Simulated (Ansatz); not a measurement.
This geometry of F2GeH2 (5 atoms, charge 0, multiplicity 1) is a first-order saddle point.

Theory: RKS B3LYP/def2-SVP (Ansatz 0.2.0).

```xyz
5
Properties=species:S:1:pos:R:3
Ge -0.240 -0.092 0.337
H 0.980 0.065 1.419
F 1.759 0.010 0.375
F -0.682 1.344 -0.554
H -0.562 -1.222 -0.689
```

Which two structures does it join? (They come from a converged band through this point; their orientation in space is the band's.)

Bonds broken: Ge1–H2, Ge1–F3. Bonds formed: H2–F3. F2GeH2 becomes FGeH + FH.

Image 0:

```xyz
5
Properties=species:S:1:pos:R:3
Ge 0.203 -0.057 0.240
H 0.211 0.064 1.768
F 1.851 -0.013 -0.305
F -0.533 1.378 -0.404
H -0.477 -1.266 -0.410
```

Image 8:

```xyz
5
Properties=species:S:1:pos:R:3
Ge -0.623 -0.644 0.632
H 1.124 0.800 0.351
F 1.597 0.006 0.625
F -0.433 1.131 0.150
H -0.411 -1.187 -0.870
```

How far does it lie above each of them?

2.57 eV above the first and 1.30 eV above the second. This is the barrier of this one path; another mechanism may lie lower. The orbitals stay closed-shell, which can raise the energy where a bond breaks towards radicals; this wasn't checked here.

Run time: 3.3 min on 1 thread of Arm Neoverse V1 (shared host), peak memory 0.14 GiB.
